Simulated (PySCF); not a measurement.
Energy of I- (iodine, charge -1) between two integer charges

The 5p beta orbital of [Xe] is emptied in steps (occupation f), with all orbitals relaxed, ending at [Kr] 4d10 5s2 5p5. Calculation: PySCF 2.14, in aug-cc-pVTZ-PP with ECP28MDF (6s5p4d2f, 55 functions); a scalar-relativistic core potential. The exact energy is a straight line in f; departures are measured from the line between the end points of the same method.

```csv
f,LDA (eV),PBE (eV),PBE0 (eV),r2SCAN (eV),LC-wPBE (eV),BHandHLYP (eV),MN15 (eV),B3LYP (eV)
1,0.000,0.000,0.000,0.000,0.000,0.000,0.000,0.000
0.9,-0.301,-0.290,-0.197,-0.270,0.028,-0.110,-0.132,-0.222
0.7,-0.712,-0.683,-0.465,-0.630,0.063,-0.262,-0.314,-0.526
0.5,-0.858,-0.821,-0.558,-0.748,0.072,-0.320,-0.380,-0.633
0.3,-0.728,-0.695,-0.472,-0.628,0.059,-0.274,-0.321,-0.538
0.1,-0.315,-0.300,-0.203,-0.270,0.025,-0.120,-0.137,-0.233
0,0.000,0.000,0.000,0.000,0.000,0.000,0.000,0.000
```

For PBE, how does the orbital energy at f = 1 compare with the removal energy?

−ε = 0.042 eV against a total-energy difference of 3.241 eV. By Janak's theorem ε = ∂E/∂f, so the gap between them reflects the curvature. Along the path −ε is 0.650 (f = 0.9), 1.906 (f = 0.7), 3.207 (f = 0.5), 4.540 (f = 0.3), 5.895 (f = 0.1) eV.

```tsv
method	E(f=0) − E(f=1) (eV)	−ε at f=1 (eV)	−ε at f=0.5 (eV)
LDA	3.499	0.181	3.451
PBE	3.241	0.042	3.207
PBE0	3.235	1.054	3.215
r2SCAN	3.257	0.264	3.264
LC-wPBE	3.197	3.524	3.184
BHandHLYP	3.144	1.944	3.108
MN15	3.116	1.666	3.096
B3LYP	3.302	0.851	3.266
```

Reference removal energy between the ground levels: 3.059 eV (measured; photodetachment measurements, as compiled on the Wikipedia data page of electron affinities). The calculation has no spin-orbit coupling.
